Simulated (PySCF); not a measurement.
# How methods differ on the ionisation energy of Cr

Cr [Ar] 3d5 4s1 (7S) → Cr⁺ [Ar] 3d5 (6S), as a difference of total energies. Calculation: PySCF 2.14, in 6-31G* (5s4p2d1f, 34 functions); the non-relativistic Hamiltonian (point nucleus). Correlated levels: valence: [Ar] frozen. The calculations carry no spin-orbit coupling.

| method | ionisation energy (eV) |
| --- | --- |
| UHF | 5.459 |
| LDA | 6.466 |
| M06-L | 5.220 |
| MP2 (valence) | 5.644 |
| SCS-MP2 (valence) | 5.521 |

**Question.** How much does correlation contribute at MP2 (valence)?

**Answer.** 5.644 − (5.459) = 0.185 eV, measured against UHF.

These non-relativistic numbers lack the scalar-relativistic shift.

Errors of the correlated levels include the incompleteness of this basis and the frozen core.

For comparison: 6.767 eV (measured; NIST Atomic Spectra Database, ionization energies).
